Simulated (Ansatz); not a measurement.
`OC(O)=C[SiH3]`, relaxed with RKS PBE0-D4/def2-TZVP in Ansatz from a PBE-D4/def2-SVP geometry. The force threshold is 0.005 eV/Å; the program also tests the step.

The species carries charge 0 and has multiplicity 1.

Start:

```xyz
11

O     0.777    0.693   -1.423
C    -0.416    0.539   -0.812
O    -1.407    1.127   -1.535
C    -0.549   -0.125    0.366
Si    0.888   -0.886    1.269
H     0.631    1.205   -2.242
H    -2.252    1.001   -1.065
H    -1.564   -0.203    0.788
H     1.932    0.127    1.670
H     0.364   -1.534    2.524
H     1.597   -1.944    0.460
```

Problem. How much energy does the relaxation release, and in how many steps? (An estimate is asked.)

Solution. The calculation gave: 1.13 kcal/mol, in 4 steps.

Problem. Which bonds change most? (Estimate.)

Solution. Ansatz gave: C2–C4 from 1.359 to 1.338 Å; Si5–H11 from 1.509 to 1.489 Å; Si5–H9 from 1.509 to 1.489 Å; Si5–H10 from 1.506 to 1.488 Å.

Problem. Give the relaxed structure. (An estimate is asked.)

Solution. The calculation gave: 
```xyz
11

O     0.768    0.689   -1.406
C    -0.411    0.530   -0.797
O    -1.395    1.112   -1.514
C    -0.542   -0.123    0.363
Si    0.882   -0.878    1.257
H     0.632    1.190   -2.218
H    -2.232    0.989   -1.057
H    -1.541   -0.200    0.778
H     1.907    0.129    1.649
H     0.360   -1.516    2.495
H     1.572   -1.922    0.451
```
